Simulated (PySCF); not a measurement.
C5H7F, SMILES C[C@H]1CC=C1F.

Geometry optimised at B3LYP-D3(BJ)/def2-SVP. The structure was generated by enumeration; whether it is a known compound was not checked.

Method: PySCF with B3LYP-D3(BJ)/def2-SVP.

Harmonic, unscaled wavenumbers; measured fundamentals usually lie a few per cent lower.

Computed normal modes with their intensities:
```csv
mode,ν (cm⁻¹),IR (km/mol),Raman (Å⁴/amu),depolarisation,moving atoms (share of kinetic energy)
1,192,0.0,1.1,0.74,"C 50 %, H 30 %, F 19 %"
2,208,0.8,1.0,0.73,"C 43 %, H 35 %, F 22 %"
3,246,0.1,0.5,0.66,"H 86 %, C 11 %"
4,354,1.4,1.4,0.64,"C 51 %, H 37 %, F 12 %"
5,446,2.2,0.8,0.49,"C 53 %, H 27 %, F 19 %"
6,613,3.5,3.3,0.52,"C 70 %, H 26 %"
7,662,8.9,4.2,0.52,"C 43 %, F 41 %, H 16 %"
8,803,16.1,9.8,0.25,"C 50 %, H 43 %"
9,827,26.4,5.6,0.46,"H 67 %, C 31 %"
10,869,2.9,4.0,0.69,"C 66 %, H 34 %"
11,926,7.5,3.2,0.65,"H 71 %, C 29 %"
12,946,1.7,8.2,0.49,"H 58 %, C 40 %"
13,1062,1.0,4.9,0.71,"H 70 %, C 30 %"
14,1067,14.6,4.6,0.53,"H 61 %, C 37 %"
15,1099,14.0,9.8,0.67,"H 50 %, C 47 %"
16,1164,2.6,3.0,0.32,"H 55 %, C 45 %"
17,1186,5.5,2.9,0.67,"H 53 %, C 46 %"
18,1205,7.5,1.6,0.28,"H 67 %, C 32 %"
19,1237,22.1,5.7,0.34,"C 49 %, H 45 %"
20,1304,56.1,2.8,0.75,"H 52 %, C 45 %"
21,1382,56.0,5.4,0.66,"C 60 %, H 37 %"
22,1395,2.7,2.0,0.73,"H 72 %, C 28 %"
23,1463,4.1,19.1,0.66,"H 89 %, C 11 %"
24,1467,2.2,13.6,0.59,H 92 %
25,1473,10.3,16.9,0.74,H 94 %
26,1743,127.5,23.8,0.13,C 93 %
27,3026,23.0,103.6,0.01,H 97 %
28,3036,28.3,75.1,0.68,H 93 %
29,3040,28.2,229.9,0.09,H 94 %
30,3094,23.3,95.1,0.74,"H 90 %, C 10 %"
31,3111,24.8,61.0,0.64,"H 91 %, C 9 %"
32,3112,18.2,80.8,0.74,"H 90 %, C 10 %"
33,3231,3.6,135.8,0.29,"H 91 %, C 9 %"
```
